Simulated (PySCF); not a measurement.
Magnetic shielding above rings: a mixed set.

NICS is the negative of the GIAO shielding at a point without a nucleus: at the ring centre (0) and 1 Å above and below it (1); zz is the component along the ring normal. Level: GIAO PBE0/pcSseg-1 (PySCF, non-relativistic, gas phase) on the GFN2-xTB geometries, one conformer each. Atom numbers follow the mapped SMILES.

Question: Order these rings by mean NICS(1)zz, lowest (most negative) first (ppm).
A. ring C3–S4–N5–N6–C7 in `[CH:1]#[C:2][c:3]1[s:4][n:5][n:6][c:7]1[CH3:8]`
B. ring P2–C4–C5–O6–C7–C8 in `[O:1]=[P:2]1([PH2:3])[CH2:4][CH2:5][O:6][CH2:7][CH2:8]1`
C. ring C3–C4–C6–C7 in `[CH:1]#[C:2][C@@H:3]1[C:4](=[O:5])[CH2:6][C@@H:7]1[CH3:8]`
D. ring C3–C4–C5–C6–C9–P10 in `[CH:1]#[C:2][c:3]1[cH:4][cH:5][c:6]([CH2:7][CH3:8])[cH:9][p:10]1`
E. ring N6–C7–C8–C9–C10 in `[CH2:1]=[C:2]([O:3][SiH2:4][OH:5])[N:6]1[CH2:7][CH2:8][CH2:9][CH2:10]1`
F. ring Si4–C5–C6–Si8–O9 in `[CH3:1][CH2:2][O:3][Si@@H:4]1[CH2:5][C@H:6]([CH3:7])[SiH2:8][O:9]1`
G. ring C6–C7–C8–C9–O10 in `[CH3:1][CH2:2][Si@H:3]([NH:4][CH3:5])[c:6]1[cH:7][cH:8][cH:9][o:10]1`

Answer: A (-29.9), G (-28.1), D (-24.3), E (-3.2), F (-1.0), C (1.6), B (4.1).

```csv
SMILES,ring,NICS(0),NICS(1),NICS(1)zz,HOMA,rms pucker (Å),ring atoms with four or more neighbours
C#Cc1snnc1C,5-membered ring with 2 N and S; formal bonds all aromatic,-12.1,-12.9,-29.9,–,0.00,0
CC[Si@H](NC)c1ccco1,5-membered ring with O; formal bonds all aromatic,-12.4,-11.0,-28.1,0.47,0.00,0
C#Cc1ccc(CC)cp1,6-membered ring with P; formal bonds all aromatic,-7.4,-10.2,-24.3,0.91,0.00,0
C=C(O[SiH2]O)N1CCCC1,5-membered ring with N; formal bonds all single,-7.4,-3.5,-3.2,–,0.17,4
CCO[Si@@H]1C[C@H](C)[SiH2]O1,5-membered ring with O and 2 Si; formal bonds all single,-4.6,-2.9,-1.0,–,0.16,4
C#C[C@@H]1C(=O)C[C@@H]1C,4-membered carbocycle; formal bonds all single,7.5,-0.9,1.6,–,0.01,3
O=P1(P)CCOCC1,6-membered ring with O and P; formal bonds all single,-1.1,-1.4,4.1,–,0.27,5
```

NICS(0) gives another order. The isotropic NICS(1) gives another order. HOMA uses Krygowski's 1993 parameters; it is left out where a ring has a four-coordinate atom, a triple bond, no multiple bond or a kind of bond without parameters. NICS(1) and NICS(1)zz are means over the two faces.
